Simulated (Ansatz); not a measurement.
Cost and result up the ladder for the cluster Te2Au3 (5 atoms). The state is a doublet with charge 0. Geometry: PBE-D4/def2-SVP.

Cartesian coordinates in Å:
```
Au 0.666 -1.711 -0.989
Au -0.717 0.127 2.034
Au 1.220 1.595 0.802
Te 0.561 0.861 -1.652
Te -1.729 -0.872 -0.196
```

Ansatz on 4 threads of Intel Xeon Platinum 8259CL on a shared host. Times are rough, and most runs start from the orbitals of an earlier one. CAM-B3LYP-D4/def2-TZVP serves as the yardstick here, not as an exact answer. Differences are given only for rows in sets of like size (and for xTB, whose basis is part of the method), since another set adds its own error. Binding counts from free atoms at the same level (Au doublet, Te triplet; other spins of the atoms weren't run), without zero-point energy or a counterpoise term.

In the def2 sets Au, Te take a core potential; there is no spin–orbit coupling. Correlated methods freeze 8 core orbitals; core or outer-core shells of Au, Te are correlated, in sets that lack core-valence functions. No other spin state of charge 0 was run. Another isomer (doublet) lies 0.98 eV lower at PBE0-D4/def2-TZVP; other spin states weren't run for this one.

Run but left out: MP2/def2-TZVP (⟨S²⟩ 1.23, where a pure state has 0.75).

Correlated methods converge slowly with the basis.

| level | functions | binding energy per atom (eV) | difference from CAM-B3LYP-D4/def2-TZVP (eV) |
| --- | --- | --- | --- |
| r2SCAN-D4/def2-TZVP | 220 | 1.75 | 0.28 |
| RPA@PBE/def2-TZVP | 220 | 1.43 | -0.04 |
| CAM-B3LYP-D4/def2-TZVP | 220 | 1.47 | 0.00 |
| PBE-D4/def2-SVP | 148 | 1.78 | – |
| LDA (SPW92)/def2-TZVP | 220 | 2.32 | 0.85 |
| B2PLYP/def2-TZVP | 220 | 1.54 | 0.07 |
| PBE0-D4/def2-TZVP | 220 | 1.64 | 0.18 |
| PBE0-D4/def2-SVP | 148 | 1.56 | – |
| PBE-D4/def2-TZVP (with forces) | 220 | 1.85 | 0.38 |

(1) Estimate how long each takes.

Answers

(1) LDA (SPW92)/def2-TZVP 5 s; PBE-D4/def2-SVP 5.5 s; PBE-D4/def2-TZVP (with forces) 8.5 s; PBE0-D4/def2-SVP 11 s; PBE0-D4/def2-TZVP 16 s; r2SCAN-D4/def2-TZVP 19 s; RPA@PBE/def2-TZVP 20 s; B2PLYP/def2-TZVP 35 s; CAM-B3LYP-D4/def2-TZVP 90 s. On shared hardware such times vary by a factor of up to 3.
